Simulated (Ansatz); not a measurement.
`CN([SiH3])[SiH3]`, relaxed with RKS PBE-D4/def2-SVP in Ansatz 0.2.0 from a rough embedded geometry. The force threshold is 0.03 eV/Å; the program also tests the step.

The species carries charge 0 and has multiplicity 1.

Start:

```xyz
13

C    -0.161   -1.415    0.644
N     0.316   -0.205    0.091
Si    0.118    1.259    0.898
Si    0.083    0.157   -1.569
H     0.254   -2.334    0.100
H     0.220   -1.593    1.716
H    -1.253   -1.537    0.692
H     0.998    2.320    0.413
H     0.382    1.072    2.377
H    -1.308    1.739    0.781
H     0.496   -1.109   -2.291
H     1.081    1.207   -1.991
H    -1.226    0.441   -1.861
```

How much energy does the relaxation release, and in how many steps? (Estimate.)

Ansatz gave: 0.77 eV, in 8 steps.

Which bonds change most? (An estimate is asked.)

The calculation gave: Si4–H13 from 1.371 to 1.513 Å; N2–Si3 from 1.684 to 1.759 Å; C1–N2 from 1.413 to 1.468 Å; N2–Si4 from 1.715 to 1.760 Å.

Give the relaxed structure. (Estimate.)

The calculation gave: 
```xyz
13

C    -0.357   -1.351    0.622
N     0.086   -0.079    0.039
Si    0.151    1.318    1.106
Si    0.212    0.003   -1.714
H     0.049   -2.213    0.049
H     0.009   -1.458    1.666
H    -1.467   -1.460    0.645
H     0.799    2.450    0.361
H     0.953    0.961    2.334
H    -1.212    1.767    1.588
H     1.057   -1.149   -2.202
H     0.845    1.315   -2.079
H    -1.124   -0.106   -2.415
```
